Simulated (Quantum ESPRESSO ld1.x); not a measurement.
ld1.x (Quantum ESPRESSO 7.5) input

```
 &input
    atom='Ta',
    iswitch=1,
    rel=1,
    lsd=1,
    dft='SLA-VWN',
    config='[Ar] 3d10 4s2 4p0 5s0',
    verbosity='high',
    prefix='ld1',
    max_out_wfc=37,
    file_charge='ld1.rho',
 /
```

It prints (banner and zero overlaps left out):

```
     Program LD1 v.7.5 starts

     --------------------------- All-electron run ----------------------------

     scalar relativistic calculation

     atomic number is 73.00
     dft =SLA-VWN   lsd =1 sic =0 latt =0  beta=0.20 tr2=1.0E-14
     Exchange-correlation= SLA-VWN
                           (   1   2   0   0   0   0   0)
     mesh =2113 r(mesh) = 100.03704 a.u. xmin = -8.00 dx = 0.00800
     1 Ry =  13.60569312 eV, c = 137.03599908

     n l     nl                  e(Ry)          e(Ha)          e(eV)
     1 0     1S 1( 1.00)   -5102.244031500   -2551.122015750 -69419.5665312
     2 0     2S 1( 1.00)   -1002.128788079    -501.064394040 -13634.6567603
     2 1     2P 1( 3.00)    -897.688127049    -448.844063525 -12213.6691768
     3 0     3S 1( 1.00)    -339.285725643    -169.642862822  -4616.2174641
     3 1     3P 1( 3.00)    -308.083874664    -154.041937332  -4191.6946548
     3 2     3D 1( 5.00)    -272.915069142    -136.457534571  -3713.1986794
     4 0     4S 1( 1.00)    -164.766307902     -82.383153951  -2241.7598223
     4 1     4P 1( 0.00)    -152.876408227     -76.438204113  -2079.9894961
     5 0     5S 1( 0.00)     -97.298664610     -48.649332305  -1323.8157720
     1 0     1S 2( 1.00)   -5102.244031500   -2551.122015750 -69419.5665312
     2 0     2S 2( 1.00)   -1002.128788079    -501.064394040 -13634.6567603
     2 1     2P 2( 3.00)    -897.688127049    -448.844063525 -12213.6691768
     3 0     3S 2( 1.00)    -339.285725643    -169.642862822  -4616.2174641
     3 1     3P 2( 3.00)    -308.083874664    -154.041937332  -4191.6946548
     3 2     3D 2( 5.00)    -272.915069142    -136.457534571  -3713.1986794
     4 0     4S 2( 1.00)    -164.766307902     -82.383153951  -2241.7598223
     4 1     4P 2( 0.00)    -152.876408227     -76.438204113  -2079.9894961
     5 0     5S 2( 0.00)     -97.298664610     -48.649332305  -1323.8157720

     final scf error:  5.4E-15 reached in  17 iterations

     Etot =  -28728.541761 Ry,  -14364.270880 Ha, -390871.723067 eV
     Total magnetization:    0.00 Bohr mag.

     Ekin =   31786.582876 Ry,   15893.291438 Ha,  432478.492037 eV
     Encl =  -65758.965780 Ry,  -32879.482890 Ha, -894696.308491 eV
     Eh   =    5696.989145 Ry,    2848.494572 Ha,   77511.486028 eV
     Exc  =    -453.148001 Ry,    -226.574001 Ha,   -6165.392641 eV
```

Run on one thread of a shared host, so times are rough (Intel(R) Xeon(R) Processor @ 2.60GHz): 0.74 s of CPU time, 0.77 s wall, 17 iterations on 2113 mesh points.
